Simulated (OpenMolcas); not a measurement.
TeN at 1.890 Å: OpenMolcas input and output

Input (each module block was a call of its own in one work directory; start orbitals came from a preliminary run):

```
&GATEWAY
Coord
2
angstrom
Te 0.0 0.0 0.0
N 0.0 0.0 1.8900
Basis=ANO-RCC-VTZP
Group=XY
RX2C
AMFI
ANGMom
0.0 0.0 0.0
RICD
&SEWARD
&GUESSORB
* RASSCF and CASPT2 blocks for each multiplicity and irrep, as for the first:
&RASSCF
FileOrb=$CurrDir/o22.orb
Symmetry=2
Spin=2
nActEl=9 0 0
Inactive=15 10
RAS2=3 4
CIRoot=8 8 1
Linear
Iterations=120 100
OrbListing=Nothing
PRWF=0.15
>>COPY $Project.RasOrb $CurrDir/o22.orb
>>COPY $Project.rasscf.h5 $CurrDir/r22.h5
&CASPT2
XMultistate=all
Imaginary=0.2
IPEA=0.25
MaxIter=40
>>COPY $Project.JobMix JOB001
&RASSI
Nr of JobIphs=4 8 2 2 5
1 2 3 4 5 6 7 8
1 2
1 2
1 2 3 4 5
SpinOrbit
EJob
Omega
MEES
MESO
Properties=4
'AngMom' 3 'Mltpl  1' 1 'Mltpl  1' 2 'Mltpl  1' 3
Thrs=1.0d-4
>>COPY $Project.rassi.h5 $CurrDir/so.h5
```

```bash
pymolcas m.inp
```

C2 symmetry about the axis (a holds Σ, Δ, Γ; b holds Π, Φ, H; Σ⁺ and Σ⁻ are not told apart); roots by multiplicity and irrep: 2b 8, 4b 2, 4a 2, 2a 5.

RASSI part of the output, in excerpt:

```
SPIN-FREE ENERGIES:
  (Shifted by EMIN (a.u.) =      -6846.0314501540)
 SF State       Relative EMIN(au)   Rel lowest level(eV)    D:o, cm**(-1)      Abs_M
     1             0.0000000000        0.0000000000              0.0000         1.0
     2             0.0000000000        0.0000000000              0.0000         1.0
     9             0.0727502940        1.9796363501          15966.8440         1.0
    10             0.0727502940        1.9796363501          15966.8440         1.0
    11             0.0888404263        2.4174711532          19498.2198         0.0
     3             0.1010678707        2.7501968658          22181.8337         1.0
     4             0.1010678707        2.7501968658          22181.8337         1.0
    13             0.1251912511        3.4066274876          27476.3037         0.0
     6             0.1303631958        3.5473632745          28611.4144         3.0
     5             0.1303631958        3.5473632745          28611.4144         3.0
    14             0.1325756086        3.6075660936          29096.9828         2.0
    15             0.1326520477        3.6096461067          29113.7593         2.0
    16             0.1465936963        3.9890176899          32173.5974         0.0
    17             0.1504399322        4.0936791015          33017.7487         0.0
     8             0.1591042391        4.3294469036          34919.3442         1.0
     7             0.1591042391        4.3294469036          34919.3442         1.0
    12             0.1839808331        5.0063735105          40379.1255         0.0
++ Dipole transition strengths (spin-free states):
     for osc. strength at least  1.00000000E-05
      From   To        Osc. strength     Einstein coefficients Ax, Ay, Az (sec-1)    Total A (sec-1)
         1    3       2.22807674E-03  0.00000000E+00  0.00000000E+00  7.31252326E+05  7.31252326E+05
         1    4       2.53740310E-03  0.00000000E+00  0.00000000E+00  8.32772895E+05  8.32772895E+05
         1   13       7.40437464E-04  9.24740958E+04  2.80387133E+05  0.00000000E+00  3.72861229E+05
         1   14       9.56686657E-05  5.35612811E+04  4.65346446E+02  0.00000000E+00  5.40266276E+04
         1   15       9.51901424E-05  5.33195256E+02  5.32852040E+04  0.00000000E+00  5.38183993E+04
         1   16       1.55563555E-04  8.07445607E+04  2.66665811E+04  0.00000000E+00  1.07411142E+05
         1   17       1.77152603E-04  3.20139156E+04  9.68064947E+04  0.00000000E+00  1.28820410E+05
         1    8       4.01078350E-03  0.00000000E+00  0.00000000E+00  3.26214758E+06  3.26214758E+06
         1    7       1.13383368E-04  0.00000000E+00  0.00000000E+00  9.22197072E+04  9.22197072E+04
         2    3       2.53740311E-03  0.00000000E+00  0.00000000E+00  8.32772896E+05  8.32772896E+05
         2    4       2.22807675E-03  0.00000000E+00  0.00000000E+00  7.31252327E+05  7.31252327E+05
         2   13       7.40437465E-04  2.80387134E+05  9.24740952E+04  0.00000000E+00  3.72861229E+05
         2   14       9.56686625E-05  4.65346635E+02  5.35612791E+04  0.00000000E+00  5.40266258E+04
         2   15       9.51901382E-05  5.32852016E+04  5.33195297E+02  0.00000000E+00  5.38183969E+04
         2   16       1.55563562E-04  2.66665811E+04  8.07445655E+04  0.00000000E+00  1.07411147E+05
         2   17       1.77152600E-04  9.68064925E+04  3.20139156E+04  0.00000000E+00  1.28820408E+05
         2    8       1.13383369E-04  0.00000000E+00  0.00000000E+00  9.22197077E+04  9.22197077E+04
         2    7       4.01078350E-03  0.00000000E+00  0.00000000E+00  3.26214758E+06  3.26214758E+06
         9   11       7.32373507E-04  5.77594566E+03  3.16094196E+02  0.00000000E+00  6.09203985E+03
         9   12       1.12892034E-04  2.32863213E+03  4.25482074E+04  0.00000000E+00  4.48768395E+04
        10   11       7.32373508E-04  3.16094196E+02  5.77594566E+03  0.00000000E+00  6.09203986E+03
        10   12       1.12892033E-04  4.25482072E+04  2.32863213E+03  0.00000000E+00  4.48768393E+04
         3   13       1.33777556E-05  2.36957896E+02  1.31748043E+01  0.00000000E+00  2.50132701E+02
         3   14       4.69640205E-04  5.50531645E+03  9.47464177E+03  0.00000000E+00  1.49799582E+04
         3   15       4.78656785E-04  9.54991539E+03  5.79181101E+03  0.00000000E+00  1.53417264E+04
         3   16       3.49195798E-04  1.22036902E+03  2.20335177E+04  0.00000000E+00  2.32538867E+04
         3   17       2.93636188E-04  2.17862322E+04  1.21139259E+03  0.00000000E+00  2.29976248E+04
         3    8       1.62469056E-05  0.00000000E+00  0.00000000E+00  1.75825555E+03  1.75825555E+03
         4   13       1.33777547E-05  1.31748086E+01  2.36957875E+02  0.00000000E+00  2.50132683E+02
         4   14       4.69640219E-04  9.47464208E+03  5.50531660E+03  0.00000000E+00  1.49799587E+04
         4   15       4.78656778E-04  5.79181078E+03  9.54991538E+03  0.00000000E+00  1.53417262E+04
         4   16       3.49195784E-04  2.20335165E+04  1.22036929E+03  0.00000000E+00  2.32538858E+04
         4   17       2.93636195E-04  1.21139243E+03  2.17862329E+04  0.00000000E+00  2.29976253E+04
         4    7       1.62469056E-05  0.00000000E+00  0.00000000E+00  1.75825556E+03  1.75825556E+03
        13    8       1.98376993E-05  2.95770384E+02  4.37280799E+02  0.00000000E+00  7.33051182E+02
        13    7       1.98376990E-05  4.37280786E+02  2.95770386E+02  0.00000000E+00  7.33051172E+02
         6   14       2.58448241E-05  2.80282059E+00  1.26176980E+00  0.00000000E+00  4.06459040E+00
         6   15       2.62222618E-05  1.44132952E+00  2.97250864E+00  0.00000000E+00  4.41383816E+00
         5   14       2.58448243E-05  1.26176987E+00  2.80282056E+00  0.00000000E+00  4.06459043E+00
         5   15       2.62222616E-05  2.97250867E+00  1.44132945E+00  0.00000000E+00  4.41383812E+00
        14    8       2.46338739E-05  5.11125140E+02  4.58980269E+01  0.00000000E+00  5.57023167E+02
        14    7       2.46338722E-05  4.58980363E+01  5.11125091E+02  0.00000000E+00  5.57023127E+02
        15    8       2.40296970E-05  2.98570128E+01  5.10377706E+02  0.00000000E+00  5.40234719E+02
        15    7       2.40296967E-05  5.10377697E+02  2.98570147E+01  0.00000000E+00  5.40234711E+02
        17    8       1.40574148E-04  1.36756409E+02  2.02309399E+02  0.00000000E+00  3.39065809E+02
        17    7       1.40574148E-04  2.02309401E+02  1.36756409E+02  0.00000000E+00  3.39065810E+02
 Electric-quadrupole - electric-quadrupole not included
 Electric-dipole - electric-octupole not included
 Electric-dipole - magnetic-quadrupole not included
   Eigenvalues of complex Hamiltonian:
  (Shifted by EMIN (a.u.) =      -6846.0314501540)
 SO State       Relative EMIN(au)   Rel lowest level(eV)    D:o, cm**(-1)      Omega
     1            -0.0046152974        0.0000000000              0.0000         0.5
     2            -0.0046152974        0.0000000000              0.0000         0.5
     3             0.0023952668        0.1907671695           1538.6410         1.5
     4             0.0023952668        0.1907671695           1538.6410         1.5
     5             0.0661099080        1.9245308820          15522.3884         2.5
     6             0.0661099080        1.9245308820          15522.3884         2.5
     7             0.0694238986        2.0147091592          16249.7252         1.5
     8             0.0694238986        2.0147091592          16249.7252         1.5
     9             0.0729732894        2.1112930022          17028.7265         0.5
    10             0.0729732894        2.1112930022          17028.7265         0.5
    11             0.0780941545        2.2506388419          18152.6265         0.5
    12             0.0780941545        2.2506388419          18152.6265         0.5
    13             0.0892519456        2.5542578041          20601.4785         1.5
    14             0.0892519456        2.5542578041          20601.4785         1.5
    15             0.0901373651        2.5783512957          20795.8057         0.5
    16             0.0901373651        2.5783512957          20795.8057         0.5
    17             0.0991823449        2.8244777359          22780.9493         0.5
    18             0.0991823449        2.8244777359          22780.9493         0.5
    19             0.1032970032        2.9364432925          23684.0124         1.5
    20             0.1032970032        2.9364432925          23684.0124         1.5
    21             0.1244571843        3.5122411518          28328.1353         3.5
    22             0.1244571843        3.5122411518          28328.1353         3.5
    23             0.1254322494        3.5387740245          28542.1374         0.5
    24             0.1254322494        3.5387740245          28542.1374         0.5
    25             0.1295969180        3.6521004308          29456.1765         2.5
    26             0.1295969180        3.6521004308          29456.1765         2.5
    27             0.1323034856        3.7257498870          30050.1994         1.5
    28             0.1323034856        3.7257498870          30050.1994         1.5
    29             0.1404413919        3.9471935999          31836.2634         2.5
    30             0.1404413919        3.9471935999          31836.2634         2.5
    31             0.1440440135        4.0452259275          32626.9475         0.5
    32             0.1440440135        4.0452259275          32626.9475         0.5
    33             0.1521248014        4.2651153681          34400.4754         0.5
    34             0.1521248014        4.2651153681          34400.4754         0.5
    35             0.1564009422        4.3814750874          35338.9798         1.5
    36             0.1564009422        4.3814750874          35338.9798         1.5
    37             0.1656771835        4.6338944717          37374.8795         0.5
    38             0.1656771835        4.6338944717          37374.8795         0.5
    39             0.1841485724        5.1365265697          41428.8807         0.5
    40             0.1841485724        5.1365265697          41428.8807         0.5
    41             0.1842902210        5.1403810242          41459.9690         1.5
    42             0.1842902210        5.1403810242          41459.9690         1.5
 Weights of the five most important spin-orbit-free states for each spin-orbit state.
 SO State  Total energy (au)           Spin-free states, spin, and weights
    1        -0.004615       2 0.5  0.4952    1 0.5  0.4952   10 1.5  0.0025    9 1.5  0.0025   13 0.5  0.0017
    2        -0.004615       2 0.5  0.4952    1 0.5  0.4952   10 1.5  0.0025    9 1.5  0.0025   13 0.5  0.0017
    3         0.002395       1 0.5  0.4935    2 0.5  0.4935   11 1.5  0.0037   10 1.5  0.0033    9 1.5  0.0033
    4         0.002395       1 0.5  0.4935    2 0.5  0.4935   11 1.5  0.0037   10 1.5  0.0033    9 1.5  0.0033
    5         0.066110      10 1.5  0.5000    9 1.5  0.5000   14 0.5  0.0000   15 0.5  0.0000    5 0.5  0.0000
    6         0.066110      10 1.5  0.5000    9 1.5  0.5000   14 0.5  0.0000   15 0.5  0.0000    6 0.5  0.0000
    7         0.069424      10 1.5  0.4711    9 1.5  0.4711   11 1.5  0.0342    4 0.5  0.0079    3 0.5  0.0079
    8         0.069424      10 1.5  0.4711    9 1.5  0.4711   11 1.5  0.0342    4 0.5  0.0079    3 0.5  0.0079
    9         0.072973       9 1.5  0.4414   10 1.5  0.4414   11 1.5  0.0879    3 0.5  0.0112    4 0.5  0.0112
   10         0.072973       9 1.5  0.4414   10 1.5  0.4414   11 1.5  0.0879    3 0.5  0.0112    4 0.5  0.0112
   11         0.078094       9 1.5  0.4643   10 1.5  0.4643   11 1.5  0.0614   16 0.5  0.0040    4 0.5  0.0022
   12         0.078094       9 1.5  0.4643   10 1.5  0.4643   11 1.5  0.0614   16 0.5  0.0040    4 0.5  0.0022
   13         0.089252      11 1.5  0.9202    3 0.5  0.0255    4 0.5  0.0255    9 1.5  0.0107   10 1.5  0.0107
   14         0.089252      11 1.5  0.9202    3 0.5  0.0255    4 0.5  0.0255    9 1.5  0.0107   10 1.5  0.0107
   15         0.090137      11 1.5  0.8018   10 1.5  0.0659    9 1.5  0.0659    4 0.5  0.0282    3 0.5  0.0282
   16         0.090137      11 1.5  0.8018   10 1.5  0.0659    9 1.5  0.0659    4 0.5  0.0282    3 0.5  0.0282
   17         0.099182       3 0.5  0.4537    4 0.5  0.4537   11 1.5  0.0356   10 1.5  0.0221    9 1.5  0.0221
   18         0.099182       3 0.5  0.4537    4 0.5  0.4537   11 1.5  0.0356   10 1.5  0.0221    9 1.5  0.0221
   19         0.103297       4 0.5  0.4470    3 0.5  0.4470   11 1.5  0.0418   15 0.5  0.0144   14 0.5  0.0142
   20         0.103297       4 0.5  0.4470    3 0.5  0.4470   11 1.5  0.0418   15 0.5  0.0144   14 0.5  0.0142
   21         0.124457       5 0.5  0.5000    6 0.5  0.5000   13 0.5  0.0000    7 0.5  0.0000    8 0.5  0.0000
   22         0.124457       5 0.5  0.5000    6 0.5  0.5000   13 0.5  0.0000    7 0.5  0.0000    8 0.5  0.0000
   23         0.125432      13 0.5  0.9977    2 0.5  0.0009    1 0.5  0.0009    4 0.5  0.0001    3 0.5  0.0001
   24         0.125432      13 0.5  0.9977    2 0.5  0.0009    1 0.5  0.0009    4 0.5  0.0001    3 0.5  0.0001
   25         0.129597      14 0.5  0.3198   15 0.5  0.2955    5 0.5  0.1923    6 0.5  0.1923    9 1.5  0.0000
   26         0.129597      14 0.5  0.3198   15 0.5  0.2955    5 0.5  0.1923    6 0.5  0.1923    9 1.5  0.0000
   27         0.132303      15 0.5  0.4909   14 0.5  0.4688    3 0.5  0.0130    4 0.5  0.0130    8 0.5  0.0062
   28         0.132303      15 0.5  0.4909   14 0.5  0.4688    3 0.5  0.0130    4 0.5  0.0130    8 0.5  0.0062
   29         0.140441       6 0.5  0.3076    5 0.5  0.3076   15 0.5  0.1935   14 0.5  0.1913    9 1.5  0.0000
   30         0.140441       6 0.5  0.3076    5 0.5  0.3076   15 0.5  0.1935   14 0.5  0.1913    9 1.5  0.0000
   31         0.144044      16 0.5  0.6407   17 0.5  0.3177    8 0.5  0.0161    7 0.5  0.0161   11 1.5  0.0049
...
```

Only roots inside an energy window near the equilibrium distance were included, so the list of states is not complete; labels number the states computed. Each spin and symmetry block has orbitals of its own, averaged over its own roots, so gaps between blocks are less sure than gaps within one and near the minimum can be off by tenths of an eV, in bad cases by more. No Rydberg orbitals are active, so Rydberg states, and σ→σ* states whose orbital the CASSCF left unused, can be missing between those listed. CASPT2 splits the two components of degenerate states numerically, here by up to 17 cm⁻¹.
